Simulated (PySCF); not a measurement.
Stepwise substitution at one centre (In H-F). All species are isolated molecules in the gas phase. Strings in code marks are SMILES.

Method: PBE-D3(BJ)/def2-TZVP // r2SCAN-D4/def2-TZVP (PySCF). 

| species | dipole moment (D) | LUMO (eV) | HOMO (eV) |
|---|---|---|---|
| 0 of 3 H replaced by F (`[InH3]`) | 0.00 | -2.64 | -7.00 |
| 1 of 3 H replaced by F (`[InH2][F]`) | 2.91 | -2.55 | -7.28 |
| 2 of 3 H replaced by F | 3.42 | -2.79 | -8.23 |
